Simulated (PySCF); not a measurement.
# Magnesium: a sound run and one with changed settings

Sound run: Mg+ [Ne] 3s1, Mg(2+) [Ne]. All numbers are calculated (PySCF 2.14, no relativity, point nucleus, in def2-TZVP (5s4p3d, 32 functions)). The sound run starts from symmetry-adapted Hartree-Fock orbitals and uses a fine grid where one is needed.

Changed run: initial guess atom, at most 2 SCF cycles. This setting is unsound on purpose.

```json
{"species": "Mg+", "method": "UHF", "sound run (hartree)": "-199.36368", "changed run (hartree)": "-199.36239", "converged": "no"}
{"species": "Mg+", "method": "BP86", "sound run (hartree)": "-199.79863", "changed run (hartree)": "-199.79780", "converged": "no"}
{"species": "Mg+", "method": "MN15", "sound run (hartree)": "-199.69818", "changed run (hartree)": "-199.69734", "converged": "no"}
{"species": "Mg(2+)", "method": "UHF", "sound run (hartree)": "-198.82301", "changed run (hartree)": "-198.82297", "converged": "no"}
{"species": "Mg(2+)", "method": "BP86", "sound run (hartree)": "-199.23905", "changed run (hartree)": "-199.23779", "converged": "no"}
{"species": "Mg(2+)", "method": "MN15", "sound run (hartree)": "-199.15714", "changed run (hartree)": "-199.15625", "converged": "no"}
```

The SCF was stopped early; the energies are upper bounds that still move, and correlated levels were skipped or rest on poor orbitals.
